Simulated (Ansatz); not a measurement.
CH3ClInN, relaxed with RKS PBE0-D4/def2-TZVP in Ansatz 0.2.0 from a PBE-D4/def2-SVP geometry. The force threshold is 0.005 eV/Å; the program also tests the step.

Total charge 0; spin multiplicity 1. In: def2 effective core potential. The bonds changed during the relaxation, so this is another structure than the one it started from.

Start:

```xyz
7

Cl    0.820    2.515   -1.403
In   -0.555    0.677   -2.457
C    -0.188   -0.993    0.923
N    -0.050   -0.116    0.010
H     0.240   -0.897    1.946
H    -0.768   -1.915    0.713
H     0.501    0.728    0.269
```

```tsv
step	energy (eV)	largest force (eV/Å)	largest move (Å)
1	-20268.3914	0.587	0.000
2	-20268.4276	0.224	0.040
3 (rejected)	-20268.4275	0.286	0.074
4	-20268.4328	0.069	0.036
5	-20268.4354	0.022	0.046
6	-20268.4363	0.028	0.043
7	-20268.4363	0.038	0.017
8	-20268.4365	0.015	0.010
9	-20268.4365	0.018	0.004
10	-20268.4365	0.008	0.002
11	-20268.4365	0.002	0.001
```

End:

```xyz
7

Cl    0.780    2.542   -1.564
In   -0.558    0.620   -2.379
C    -0.193   -0.989    0.907
N    -0.001   -0.060    0.078
H     0.195   -0.978    1.929
H    -0.776   -1.859    0.604
H     0.552    0.724    0.425
```

It took 55 s on 2 threads of an Arm Neoverse V1 on a shared host, with 0.4 GiB of host memory at the peak.
